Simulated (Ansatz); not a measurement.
Geometry optimisation, Ansatz, RHF/def2-SVP.

input.yaml

```yaml
crystal:
  periodic: [false, false, false]
  atoms:
    - { symbol: Ta, position_ang: [-0.03683, 0.082954, 0.066951] }
    - { symbol: "N", position_ang: [2.067022, 0.298738, 0.089331] }
    - { symbol: H, position_ang: [2.602033, 0.381412, 0.932193] }
    - { symbol: H, position_ang: [2.643873, 0.48263, -0.710437] }
    - { symbol: "N", position_ang: [-0.065884, 0.064059, 2.103614] }
    - { symbol: H, position_ang: [-0.138933, -0.748545, 2.689787] }
    - { symbol: H, position_ang: [0.183145, 0.850155, 2.679369] }
    - { symbol: "N", position_ang: [0.267397, -0.162053, -1.935754] }
    - { symbol: H, position_ang: [-0.47427, -0.364301, -2.584275] }
    - { symbol: H, position_ang: [1.144484, -0.234973, -2.417611] }
    - { symbol: "N", position_ang: [-1.044257, 1.791903, -0.032989] }
    - { symbol: H, position_ang: [-1.615277, 2.162816, 0.703274] }
    - { symbol: H, position_ang: [-1.087775, 2.37024, -0.850587] }
    - { symbol: "N", position_ang: [-1.236165, -1.530616, 0.083336] }
    - { symbol: H, position_ang: [-1.916963, -1.716102, 0.796715] }
    - { symbol: H, position_ang: [-1.236843, -2.263615, -0.600655] }
    - { symbol: H, position_ang: [1.459664, -2.496732, 0.476711] }
    - { symbol: H, position_ang: [1.904181, -1.948272, 0.386327] }
basis:
  gaussian: { orbitals: def2-SVP }
hamiltonian:
  xc: hf
relax:
  f_tol: 0.03
  max_steps: 50
```

Launched with:

```bash
$ ansatz run input.yaml --threads 4 --pin off --max-ram 5120MiB --backend cpu --events-out ev --progress --plain --runs-dir out
```

Where does it end, and by what steps?

The run converged. The force dipped under the threshold on the way, but the program's further checks kept it going. After 24 steps the energy has fallen by 0.387 eV; H17 moved furthest, 2.13 Å.

```csv
step,energy less start (eV),largest force component (eV/Å),accepted
0,0.0000,1.455,yes
1,-0.1870,0.440,yes
2,-0.2567,0.166,yes
3,-0.2987,0.227,yes
4,-0.3262,0.174,yes
5,-0.3427,0.431,yes
6,-0.3563,0.291,yes
7,-0.3670,0.384,yes
8,-0.3708,0.360,yes
9,-0.3751,0.096,yes
10,-0.3594,0.219,no
11,-0.3783,0.034,yes
12,-0.3800,0.143,yes
13,-0.3812,0.114,yes
14,-0.3833,0.089,yes
15,-0.3841,0.056,yes
16,-0.3845,0.227,yes
17,-0.3854,0.076,yes
18,-0.3856,0.042,yes
19,-0.3860,0.010,yes
20,-0.3862,0.051,yes
21,-0.3863,0.040,yes
22,-0.3865,0.024,yes
23,-0.3866,0.010,yes
24,-0.3866,0.010,yes
```

```xyz
18
Properties=species:S:1:pos:R:3
Ta -0.201 0.223 0.073
N 1.805 0.030 0.192
H 2.300 -0.099 1.053
H 2.446 0.089 -0.577
N -0.388 0.317 2.106
H -0.595 -0.442 2.730
H -0.161 1.126 2.658
N 0.069 0.007 -1.942
H -0.636 0.218 -2.628
H 0.853 -0.406 -2.414
N -1.011 2.042 -0.150
H -1.663 2.459 0.488
H -0.826 2.659 -0.919
N -1.418 -1.377 0.173
H -1.979 -1.633 0.963
H -1.531 -2.041 -0.570
H 3.396 -3.378 0.348
H 2.958 -2.775 0.293
```

Time of the run: 56 s on 4 threads of Arm Neoverse V2, on a shared host, peak memory 0.5 GiB.
